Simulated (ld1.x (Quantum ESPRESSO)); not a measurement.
# Which change was made? (Cr, RRKJ)

Cr, norm-conserving RRKJ (Kleinman–Bylander form), made with ld1.x (Quantum ESPRESSO) 7.5 (LDA (PZ), scalar-relativistic). Core [Ar], reference 3d5 4s0.5 4p0.5. Waves: 4s (bound): rc 2.75 bohr; 4p (bound): rc 3.80 bohr; 3d (bound): rc 1.30 bohr. Local part: all-electron potential smoothed inside 1.45 bohr (lloc = -1). Core correction: none. rho0 = 0.02.

Cutoffs, loose and tight: the cutoffs (Ry, on a coarse ladder) from which the occupation-weighted sum of valence levels, in a spherical-Bessel basis at the reference potential, stays within 10 and 1 mRy of its value at 400 Ry. They do not see the model core or the augmentation charge, which bear on the density cutoff. Test errors are all-electron minus pseudo excitation energies from the reference, over the configurations 3d5 4s1 4p0; 3d5 4s0 4p0; 3d4 4s0 4p0; 3d5 4s0.5 4p0; 3d4 4s1 4p1; 3d6 4s0 4p0; 3d4 4s2 4p0 (two spin-polarised tests are not counted in the largest error); variants that change the core or the reference have their own tests.

The base gives: outcome: generated; cutoff, loose: 90 Ry; cutoff, tight: 110 Ry; bound ghosts: s; largest test error (meV): +52.

**Question.** After one change the result is: outcome: generated; cutoff, loose: 100 Ry; cutoff, tight: 120 Ry; bound ghosts: s; largest test error (meV): -50. Which change was it?
A. wave 3d (bound): rc 1.30 bohr becomes 3d (bound): rc 1.92 bohr
B. wave 3d (bound): rc 1.30 bohr becomes 3d (bound): rc 0.82 bohr
C. wave 3d (bound): rc 1.30 bohr becomes 3d (bound): rc 1.58 bohr
D. wave 3d (bound): rc 1.30 bohr becomes 3d (bound): rc 1.24 bohr

**Answer.** D. The others give: wave 3d (bound): rc 1.30 bohr becomes 3d (bound): rc 0.82 bohr → outcome: generated; cutoff, loose: 200 Ry; cutoff, tight: 230 Ry; bound ghosts: s; largest test error (meV): -55 | wave 3d (bound): rc 1.30 bohr becomes 3d (bound): rc 1.58 bohr → outcome: generated; cutoff, loose: 70 Ry; cutoff, tight: 90 Ry; bound ghosts: s; largest test error (meV): +69 | wave 3d (bound): rc 1.30 bohr becomes 3d (bound): rc 1.92 bohr → outcome: generated; cutoff, loose: 50 Ry; cutoff, tight: 70 Ry; bound ghosts: s; largest test error (meV): +118.
